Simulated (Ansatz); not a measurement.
Relaxation of Cl3FGa (5 atoms, charge 0, multiplicity 2), to a largest force component of 0.03 eV/Å in at most 50 steps.

All numbers below come from UKS PBE0-D4/def2-SVP (Ansatz).

```xyz
5
Properties=species:S:1:pos:R:3:forces:R:3
Ga 0.000 0.000 -0.346 0.00 0.00 0.10
Cl 0.000 0.000 3.087 0.00 0.00 -2.62
Cl 1.869 0.000 -1.435 -0.04 0.00 0.05
Cl -1.869 0.000 -1.435 0.04 0.00 0.05
F 0.000 0.000 4.669 0.00 0.00 2.44
```

Q: Where does it end, and by what steps?

A: The run converged. After 10 steps the energy has fallen by 1.868 eV; Cl2 moved furthest, 1.00 Å. Parted: Cl2–F5 (1.58 → 2.54 Å). Joined: Ga1–Cl2 (3.43 → 2.13 Å).

| step | energy less start (eV) | largest force component (eV/Å) | accepted |
| --- | --- | --- | --- |
| 0 | 0.0000 | 2.624 | yes |
| 1 | -0.1352 | 2.164 | yes |
| 2 | -0.3036 | 2.509 | yes |
| 3 | -0.5406 | 3.512 | yes |
| 4 | -0.7339 | 3.647 | yes |
| 5 | -0.9313 | 3.598 | yes |
| 6 | -1.6586 | 1.188 | yes |
| 7 | -1.8336 | 0.492 | yes |
| 8 | -1.7980 | 0.940 | no |
| 9 | -1.8596 | 0.211 | yes |
| 10 | -1.8679 | 0.021 | yes |

```xyz
5
Properties=species:S:1:pos:R:3
Ga 0.000 0.000 -0.039
Cl 0.000 0.000 2.090
Cl 1.849 0.000 -1.072
Cl -1.849 0.000 -1.072
F 0.000 0.000 4.632
```

Whether the end is a true minimum wasn't checked by a vibrational analysis.

Run time: 43 s on 4 threads of Arm Neoverse V1, with other jobs on the host, peak memory 0.42 GiB.
